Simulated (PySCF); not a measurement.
PySCF 2.14 output of an unrestricted PW91 calculation on a single atom or ion in aug-cc-pVQZ-PP with one added diffuse shell each of s, p, d, f, g type with ECP10MDF (8s7p6d4f3g, 114 functions), with a scalar-relativistic core potential:

```
SCF conv_tol = 1e-09
number electrons alpha = 12  beta = 10
    J. P. Perdew. In P. Ziesche and H. Eschrig, editors, Proceedings of the 75. WE-Heraeus-Seminar and 21st Annual International Symposium on Electronic Structure of Solids, 11. Berlin, 1991. Akademie Verlag.
    J. P. Perdew, J. A. Chevary, S. H. Vosko, K. A. Jackson, M. R. Pederson, D. J. Singh, and C. Fiolhais.,  Phys. Rev. B 46, 6671 (1992)
    J. P. Perdew, J. A. Chevary, S. H. Vosko, K. A. Jackson, M. R. Pederson, D. J. Singh, and C. Fiolhais.,  Phys. Rev. B 48, 4978 (1993)
    J. P. Perdew. In P. Ziesche and H. Eschrig, editors, Proceedings of the 75. WE-Heraeus-Seminar and 21st Annual International Symposium on Electronic Structure of Solids, 11. Berlin, 1991. Akademie Verlag.
    J. P. Perdew, J. A. Chevary, S. H. Vosko, K. A. Jackson, M. R. Pederson, D. J. Singh, and C. Fiolhais.,  Phys. Rev. B 46, 6671 (1992)
    J. P. Perdew, J. A. Chevary, S. H. Vosko, K. A. Jackson, M. R. Pederson, D. J. Singh, and C. Fiolhais.,  Phys. Rev. B 48, 4978 (1993)
cycle= 1 E= -294.473041803095  delta_E= -0.00943  |g|= 0.158  |ddm|= 1.66
cycle= 2 E= -294.471842547734  delta_E= 0.0012  |g|= 0.179  |ddm|= 0.985
cycle= 3 E= -294.476797124784  delta_E= -0.00495  |g|= 0.00439  |ddm|= 0.552
cycle= 4 E= -294.476811807782  delta_E= -1.47e-05  |g|= 0.000593  |ddm|= 0.0364
cycle= 5 E= -294.476814934675  delta_E= -3.13e-06  |g|= 0.000148  |ddm|= 0.0154
cycle= 6 E= -294.476815247399  delta_E= -3.13e-07  |g|= 2.02e-05  |ddm|= 0.00473
cycle= 7 E= -294.476815252248  delta_E= -4.85e-09  |g|= 2.38e-06  |ddm|= 0.000511
cycle= 8 E= -294.476815252277  delta_E= -2.86e-11  |g|= 2.53e-07  |ddm|= 6.78e-05
converged SCF energy = -294.476815252277  <S^2> = 2.0019392  2S+1 = 3.0012925
```

The run itself started from symmetry-adapted Hartree-Fock orbitals and held the occupation by maximum overlap, on a logarithmic radial grid, so the iterations belong to that start.

Task: Which element, charge and spin multiplicity is this?

Result: Ge (germanium, neutral), multiplicity 3; the state was [Ar] 3d10 4s2 4p1 5s1, high-spin 3P determinant (an excited configuration).

Energies and moments cover only the electrons outside the core potential. The outer electron is Rydberg-like, and this basis confines it to a smaller radius and binds it less than a complete one would.
